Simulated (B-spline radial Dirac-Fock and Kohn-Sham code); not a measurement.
Z = 13 (aluminum), transition energy 1000 keV. These are calculated numbers from a radial atomic solver; the model is a Dirac-Hartree-Slater potential of the neutral atom with a Latter tail (no hole, which puts coefficients of high multipoles low close above an edge), finite nucleus with surface currents. Subshells that would emit electrons below 1 keV are left out.

Problem. A pure transition shows α(K) = 7.29e-05, L1/L2 = 323 and L1/L3 = 664. What is its multipolarity?
A. E2
B. M3
C. M4
D. E3
E. E1
F. M1
G. M2
H. E4

Solution. B. For comparison, α(K), L1/L2, L1/L3 are E1 1.08e-05, 1280, 443; E2 2.46e-05, 649, 448; E3 5.20e-05, 342, 388; E4 0.000107, 201, 309; M1 1.67e-05, 856, 759; M2 3.54e-05, 497, 876; M4 0.000148, 226, 412.
